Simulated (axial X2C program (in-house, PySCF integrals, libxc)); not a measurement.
Outer orbitals of TaAs at 2.264 Å, LDA

Computed with an in-house all-electron X2C program for linear molecules (integrals from PySCF). Spin-free means the one-electron spin-free X2C Hamiltonian; two-component (2c) means X2C with spin–orbit coupling and atomic mean-field two-electron Coulomb and Gaunt terms, so the difference of the two also holds small scalar two-electron terms. Basis: Ta dyall-cv3z [13s14p9d7f4g], As dyall-cv3z [9s9p6d4f1g] (cores contracted in-house); Gaussian nuclei, density fitting, unrestricted open shells. Masses: Ta 180.948 u, As 74.922 u.

The distance is close to the 2c PBE0 minimum; the highest filled and lowest empty levels are listed.

Spin-free orbitals, state M_S = 1, Λ = 2 (beyond evenly filled blocks: σα, δ+α) (Löwdin shares):

| symmetry | occupied | ε (eV) | atomic character |
| --- | --- | --- | --- |
| φ-α | yes | -24.67 | 100% Ta f |
| φ+α | yes | -24.67 | 100% Ta f |
| δ-α | yes | -24.56 | 100% Ta f |
| δ+α | yes | -24.56 | 100% Ta f |
| σα | yes | -24.52 | 100% Ta f |
| π-α | yes | -24.52 | 100% Ta f |
| π+α | yes | -24.52 | 100% Ta f |
| φ-β | yes | -24.50 | 100% Ta f |
| φ+β | yes | -24.50 | 100% Ta f |
| δ-β | yes | -24.42 | 100% Ta f |
| δ+β | yes | -24.42 | 100% Ta f |
| π-β | yes | -24.36 | 100% Ta f |
| π+β | yes | -24.36 | 100% Ta f |
| σβ | yes | -24.34 | 100% Ta f |
| σβ | yes | -13.68 | 65% As s, 12% Ta d, 10% Ta p |
| σα | yes | -13.63 | 64% As s, 12% Ta d, 10% Ta p |
| σα | yes | -6.38 | 45% As p, 41% Ta s, 6% Ta p |
| σβ | yes | -6.00 | 56% As p, 25% Ta s, 10% Ta d |
| π-α | yes | -5.54 | 53% Ta d, 39% As p, 3% Ta p |
| π+α | yes | -5.54 | 53% Ta d, 39% As p, 3% Ta p |
| π-β | yes | -5.30 | 50% As p, 40% Ta d, 4% Ta p |
| π+β | yes | -5.30 | 50% As p, 40% Ta d, 4% Ta p |
| σα | yes | -5.29 | 57% Ta d, 25% Ta s, 12% As p |
| δ+α | yes | -4.41 | 99% Ta d |
| δ-α | no | -4.41 | 99% Ta d |
| σβ | no | -4.12 | 45% Ta s, 40% Ta d, 7% As p |
| π-α | no | -3.06 | 39% Ta p, 34% Ta d, 22% As p |
| π+α | no | -3.06 | 39% Ta p, 34% Ta d, 22% As p |

A filled and an empty partner (Λ and −Λ, same spin) share one energy because the functional has no current term.

Spinors with spin–orbit coupling (state Ω = 1):

| ω | occupied | ε (eV) | atomic character | λ mixture |
| --- | --- | --- | --- | --- |
| -7/2 | yes | -23.87 | 100% Ta f | 100% φ |
| -5/2 | yes | -23.75 | 100% Ta f | 85% δ, 15% φ |
| -3/2 | yes | -23.69 | 100% Ta f | 69% π, 31% δ |
| 7/2 | yes | -23.69 | 100% Ta f | 100% φ |
| -1/2 | yes | -23.65 | 100% Ta f | 53% σ, 47% π |
| 5/2 | yes | -23.65 | 100% Ta f | 89% δ, 11% φ |
| 1/2 | yes | -23.62 | 100% Ta f | 62% σ, 38% π |
| 3/2 | yes | -23.61 | 100% Ta f | 76% π, 24% δ |
| 1/2 | yes | -13.67 | 65% As s, 12% Ta d, 10% Ta p | 100% σ |
| -1/2 | yes | -13.61 | 64% As s, 12% Ta d, 10% Ta p | 100% σ |
| -1/2 | yes | -6.36 | 45% As p, 41% Ta s, 6% Ta p | 100% σ |
| 1/2 | yes | -5.99 | 56% As p, 25% Ta s, 10% Ta d | 100% σ |
| 1/2 | yes | -5.62 | 53% Ta d, 39% As p, 3% Ta p | 99% π, 1% σ |
| -1/2 | yes | -5.43 | 46% Ta d, 41% As p, 4% Ta s | 80% π, 20% σ |
| -3/2 | yes | -5.42 | 54% Ta d, 39% As p, 3% Ta p | 100% π |
| -1/2 | yes | -5.23 | 51% Ta d, 21% As p, 21% Ta s | 80% σ, 20% π |
| 3/2 | yes | -5.22 | 48% As p, 43% Ta d, 4% Ta p | 96% π, 4% δ |
| 3/2 | yes | -4.58 | 96% Ta d, 3% As p | 96% δ, 4% π |
| -5/2 | no | -4.15 | 99% Ta d | 100% δ |
| 1/2 | no | -4.12 | 45% Ta s, 40% Ta d, 7% As p | 99% σ, 1% π |
| -3/2 | no | -3.28 | 89% Ta d, 5% As p, 4% Ta p | 87% δ, 13% π |
| 1/2 | no | -3.23 | 42% Ta p, 33% Ta d, 21% As p | 95% π, 5% σ |

Task: How does the gap between the highest filled and lowest empty level change from the spin-free to the 2c table?

Result: From 0.00 to 0.43 eV at LDA, a change of 0.43 eV.

Mulliken charges and populations of the two-component result (they depend on the basis, above all on diffuse functions):

Ta 0.08 e (s 11.19 p 24.17 d 23.53 f 14.02), As -0.08 e (s 7.87 p 15.17 d 10.04 f 0.01). ⟨Lz⟩ = 1.98 ħ and ⟨Sz⟩ = -0.98 ħ (-1.12 and 0.14 on the two atoms), which add up to Ω.

Occupations by symmetry block were frozen at the best pattern of an incomplete PBE0 search. Density functionals use the spin component along the axis (collinear). Other states lie close and PBE0, whose exact exchange favours high spin, may order them wrongly; the determinant shown need not be the ground state. The nearest other spin-free determinant of the search, M_S = 0, Λ = 0, lies 0.22 eV up at the distance of the search. Without a current term, density functionals place determinants with orbital angular momentum somewhat too high. With several unpaired electrons one determinant need not be a pure state. The determinant is spin-polarised beyond a pure state at some levels (its spin-free form has ⟨S²⟩ too high), which makes Re and μ there less reliable.
